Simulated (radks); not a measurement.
Results of a calculation; reference values are marked as such.
Question: Bi80+, 3 electrons, occupied as [He] 2s1. Level of theory: scalar-relativistic Kohn-Sham, PBE, spin-polarised, spherical densities, finite nucleus; open shells are filled with parallel spins first (spin-orbit coupling, left out, can overturn this in heavy ions); Fermi nuclear charge, rms radius 5.5211 fm (a radial shooting solver on a logarithmic mesh with Libxc functionals). Some entries of the table are withheld. Estimate them.

| orbital | occ. | eigenvalue (eV) | <1/r> (bohr^-1) |
|---|---|---|---|
| 1s up | 1 | -101541.1 | 103.5 |
| 1s down | 1 | -101509.5 | 103.5 |
| 2s up | 1 | (1) | 25.45 |
| 2p up | 0 | -23420.43 | 22.26 |
| 3s up | 0 | -10953.69 | (2) |

Answer: 
(1) 2s up eigenvalue (eV): -25572.97
(2) 3s up <1/r> (bohr^-1): 10.69
